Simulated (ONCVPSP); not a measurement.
**Transferability test, ONCV potential for silver**

* Element: Ag (Z = 47)
* Generator: ONCVPSP 4.0.1
* Type: optimised norm-conserving Vanderbilt (ONCV)
* Functional: LDA (Perdew-Wang 92)
* Relativity: scalar-relativistic
* Frozen core: [Kr]
* Valence charge: 11
* Reference configuration: 4d10 5s1
* Partial waves: 5s: rc 2.65 bohr, ncon 3, nbas 6, qcut 2.7 1/bohr, 3 projectors, debl 3.6 Ha; p scattering state at 0.24 Ha: rc 2.05 bohr, ncon 3, nbas 7, qcut 4.7 1/bohr, 3 projectors, debl 0.4 Ha; 4d: rc 1.20 bohr, ncon 4, nbas 7, qcut 7.7 1/bohr, 2 projectors, debl 3.5 Ha
* Local potential: polynomial inside 0.80 bohr (lpopt 5, dvloc0 -1 Ha)
* Core correction: Teter function, fcfact 4.75, rcfact 1.45

Energies are relative to the spin-unpolarised reference configuration 4d10 5s1; without spin polarisation the order of configurations can differ from experiment.

Problem. Give the all-electron excitation energy and the error of the potential for: 4d10 5s0; 4d9 5s0; 4d8 5s0; 4d10 5s0 5p1.

Solution.

```csv
valence configuration,charge,ΔE all-electron (eV),error AE − PS (meV)
4d10 5s0,+1,8.095,-7.5
4d9 5s0,+2,30.480,-49
4d8 5s0,+3,66.919,-286
4d10 5s0 5p1,0,4.018,-2.8
```

Note: ghosts flagged at negative energy: s at -194.1 eV, p at -58.4 eV; GHOST(+) flagged for s at 194.4 eV, p at 266.3 eV. A true bound ghost makes a file unfit for plane-wave use.
